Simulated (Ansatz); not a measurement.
Reaction (SMILES): [PH][SiH3] (SiH3-PH) → [PH-][SiH3] (an electron is taken up)
B3LYP-D3(BJ)/def2-TZVP geometries, fixed; electronic energies without zero-point terms; positive where energy is released.
Largest species:
```xyz
6

Si    -1.0291     0.0960     0.1960
P      1.1626    -0.1750    -0.2869
H     -1.8251    -0.8330    -0.6382
H     -1.4580     1.4879    -0.0877
H     -1.2885    -0.1975     1.6273
H      1.5394     0.8235     0.6571
```
Charge 0, spin multiplicity 2.

The adiabatic electron affinity at MP2 with Ansatz (a program for electronic structure), in eV, split into its Hartree-Fock and correlation parts. Cores are frozen. Open shells are unrestricted. No added dispersion term, no relativity. Functions are those of the species that has most.

```csv
basis,X,functions,Hartree-Fock,MP2
aug-cc-pV(D+d)Z,2,100,0.605,1.707
aug-cc-pV(T+d)Z,3,202,0.601,1.859
aug-cc-pV(Q+d)Z,4,362,0.599,1.917
```

Worked estimate of the basis-set limit from each neighbouring pair, with Hartree-Fock from the larger set and the correlation part extrapolated as X^-3.
Correlation parts: X = 2: 1.102, X = 3: 1.258, X = 4: 1.318.
- (2,3): (27·(1.258) - 8·(1.102))/19 = 1.324; with Hartree-Fock 0.601 the estimate is 1.925 eV.
- (3,4): (64·(1.318) - 27·(1.258))/37 = 1.362; with Hartree-Fock 0.599 the estimate is 1.961 eV.
The last two estimates differ by 0.036 eV; the largest set lies 0.044 from the last. Over the last step Hartree-Fock moves by -0.002 and the correlation part by 0.060.
